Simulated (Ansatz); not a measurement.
Consider the formal hydrolysis of a Ge–C bond: `F[CH2][GeH2][GeH3]` + H₂O → `[OH][GeH2][GeH3]` + fluoromethane.

Calculated with Ansatz (gas phase, PBE0-D4/def2-TZVP geometries, no zero-point term in ΔE). CCSD(T)/CBS adds triple-zeta CCSD(T) − MP2 to the extrapolated MP2 energy (def2 sets, frozen cores). This one scheme is used for every species. DFT in def2-TZVPP. B3LYP here is the variant with VWN-RPA as its local correlation; programs differ in this. For Ge outer-core shells are correlated without core-valence functions, which leaves a few kJ/mol of doubt a bond. Scalar relativity is left out up to krypton. One conformer a species, not always the lowest.

```csv
species,B3LYP energy (Eh)
`F[CH2][GeH2][GeH3]`,-4296.31254
H₂O,-76.46667
`[OH][GeH2][GeH3]`,-4232.99094
`CF`,-139.80812
```

Question: Work out ΔE.

Answer: ΔE = (-4232.99094) + (-139.80812) − (-4296.31254) − (-76.46667) = -0.01985 Eh = -52.1 kJ/mol. CCSD(T)/CBS gives -40.8 kJ/mol.

Largest T1 diagnostic among the species: 0.012.

In def2-TZVPP, CCSD(T) changes the Hartree–Fock value by +21.4 kJ/mol (the triples alone add +1.6 kJ/mol) and MP2 by +20.7 kJ/mol. The D4 term adds +4.7 kJ/mol with B3LYP and +2.7 kJ/mol with PBE0; it sums over pairs of atoms, weighted by their polarisabilities, and B3LYP, whose exchange is more repulsive, gets the larger term.
